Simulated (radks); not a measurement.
Polarisabilities and homonuclear dispersion coefficients (atomic units). Method: scalar-relativistic Kohn-Sham, LB94 model potential, spin-unpolarised, spherical densities, finite nucleus; Fermi nuclear charge, rms radius of each element as measured or else 0.836 A^(1/3) + 0.57 fm; computed with a radial shooting solver on a logarithmic mesh with Libxc functionals. Response by self-consistent Sternheimer equations with the Hartree and adiabatic LDA kernel, the relativistic mass of each level held fixed and spin-orbit coupling left out. "Uncoupled" leaves out the induced potential. Quadrupole and octupole values are given only where no p, d or f shell is open.

species	configuration	alpha1 (bohr^3)	alpha1, uncoupled	alpha2 (bohr^5)	alpha3 (bohr^7)	C6	C8	recommended alpha1
Ne	[Ne]	2.594	2.986	7.248	40.87	6.110	85.23	2.6611 +/- 3e-05
Ne+	[He] 2s2 2p5	1.323	1.570	-	-	2.291	-	-
Ne2+	[He] 2s2 2p4	0.8441	1.068	-	-	1.069	-	-
Ne3+	[He] 2s2 2p3	0.6295	0.8721	-	-	0.5718	-	-
Ne4+	[He] 2s2 2p2	0.5290	0.8171	-	-	0.3427	-	-
Ne5+	[He] 2s2 2p1	0.4907	0.8524	-	-	0.2316	-	-
Ne6+	[He] 2s2	0.5058	0.9824	0.09733	0.07764	0.1845	0.3202	-

Recommended values: Schwerdtfeger and Nagle, table of static dipole polarisabilities (2023 update), measured or computed.

Beside tabulated values, note that spin-unpolarised runs miss the spin-polarisation part of the exchange energy of open shells.
